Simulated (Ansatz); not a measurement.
Born–Oppenheimer molecular dynamics of BFH$_{4}$O$_{2}$ (8 atoms, charge 0, multiplicity 1). It starts at the highest image of a converged band. Of that band: Neighbouring images differ by up to 1.8 eV, so the band resolves the path poorly. A vibrational analysis at the climbing image gives 2 clearly imaginary modes (1672i, 201i cm⁻¹): a point of higher order. A lower path may pass nearby, or the ends, which weren't checked, may share the extra mode.

Method: RKS BHLYP-D4/6-31G* in Ansatz 0.2.0.

| Item | Value |
| --- | --- |
| ensemble | NVE (velocity Verlet) |
| time step | 0.5 fs |
| steps asked | 200 |
| starting velocities drawn for | 300 K |
| seed | 4305 |

First frame:

```xyz
8
Properties=species:S:1:pos:R:3
B -0.011 0.212 0.023
O 0.134 -0.033 1.562
H -0.730 -0.252 1.925
O 1.081 -0.184 -0.697
H 1.456 -0.999 -0.364
F -1.270 -0.094 -0.357
H 0.049 1.560 0.195
H 0.103 1.119 1.134
```

Q: How far do the bonds stretch over the last three quarters of this one trajectory? (Pairs bonded in most of those frames.)

A: 
```json
{"bond": "B1–O2", "mean (Å)": "1.370", "spread (Å)": "0.077", "shortest": "1.24", "longest": "1.51"}
{"bond": "B1–O4", "mean (Å)": "1.350", "spread (Å)": "0.042", "shortest": "1.27", "longest": "1.44"}
{"bond": "B1–F6", "mean (Å)": "1.342", "spread (Å)": "0.055", "shortest": "1.25", "longest": "1.46"}
{"bond": "O2–H3", "mean (Å)": "0.961", "spread (Å)": "0.017", "shortest": "0.93", "longest": "0.99"}
{"bond": "O4–H5", "mean (Å)": "0.969", "spread (Å)": "0.036", "shortest": "0.90", "longest": "1.03"}
{"bond": "H7–H8", "mean (Å)": "0.741", "spread (Å)": "0.031", "shortest": "0.70", "longest": "0.78"}
```

Mean temperature of the second half: 2814 K. The conserved energy stayed within 0.4 meV per atom of its start (net change 0.18 meV per atom), so the integration is sound. The kinetic energy rose, since the run started high on the potential surface and went downhill. It ends in pieces (BFH2O2 + H2), so much of that is their flight and rotation, not heat. A run of 0.1 ps of so small a system gives no equilibrium averages. The orbitals stay closed-shell, which can raise the energy where a bond breaks towards radicals; this wasn't checked here.

Time of the run: 5.7 min on 1 thread of Arm Neoverse V2, with other jobs on the host, peak memory 0.11 GiB.
